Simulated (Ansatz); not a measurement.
AlH2O2, SMILES [OH][Al+][OH], charge +1.

Geometry: B3LYP-D3(BJ)/def2-TZVP. The spin state was assumed, not searched. The isomer is the one that the SMILES or the coordinates give; other isomers of the formula were not compared. The values are those of a single conformer.

Two levels are set side by side: PBE/def2-TZVPD (Ansatz, a first-principles code) and PBE0/def2-TZVPD (Ansatz). Energy differences of separate SCF runs at the same geometry; the states with an electron removed or added have multiplicity 2 and 2. Differences are taken from unrounded values.

| quantity | PBE |
|---|---|
| vertical ionisation energy (eV) | 18.08 |
| vertical electron affinity (eV) | 6.53 |
| vertical singlet–triplet gap (eV) | 4.86 |

### Question
These are the PBE values. What does PBE0 give? (An estimate is asked for; the answer gives what the named calculation found.)

### Answer

| quantity | PBE0 | PBE minus PBE0 |
|---|---|---|
| vertical ionisation energy (eV) | 18.48 | -0.41 |
| vertical electron affinity (eV) | 6.42 | 0.11 |
| vertical singlet–triplet gap (eV) | 5.38 | -0.52 |
